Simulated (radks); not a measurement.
The rubidium ion Rb+, 36 electrons, occupied as [Ar] 3d10 4s2 4p5.5 4f0.5 (fractional occupations, a model configuration).

All-electron calculation, scalar-relativistic Kohn-Sham, PBEsol, spin-unpolarised, spherical densities, point nucleus. Program: a radial shooting solver on a logarithmic mesh with Libxc functionals.

Energy parts (eV):
part                       energy
total                  -81056.858
kinetic                 83009.283
electron-nucleus      -195015.586
Hartree                 33629.203
exchange-correlation    -2679.758

Orbitals (lengths in bohr, moments of r in powers of bohr; r(max) is where P^2 peaks; r(90%) holds 90 % of the orbital's charge):
| orbital | occ. | eigenvalue (eV) | <r> | r(90%) | r(max) |
|---|---|---|---|---|---|
| 1s | 2 | -15034.50 | 0.04031 | 0.0721 | 0.02630 |
| 2s | 2 | -2018.240 | 0.1779 | 0.275 | 0.1496 |
| 2p | 6 | -1790.873 | 0.1552 | 0.253 | 0.1196 |
| 3s | 2 | -308.8056 | 0.5109 | 0.759 | 0.4512 |
| 3p | 6 | -235.9016 | 0.5190 | 0.790 | 0.4466 |
| 3d | 10 | -115.2283 | 0.5252 | 0.856 | 0.3928 |
| 4s | 2 | -42.4440 | 1.438 | 2.11 | 1.254 |
| 4p | 5.5 | -26.1440 | 1.673 | 2.51 | 1.412 |
| 4f | 0.5 | -2.0076 | 10.64 | 15.0 | 10.04 |

The highest occupied level is 4f at -2.008 eV. The density falls to 0.001 e/bohr^3 at r = 3.52 bohr.
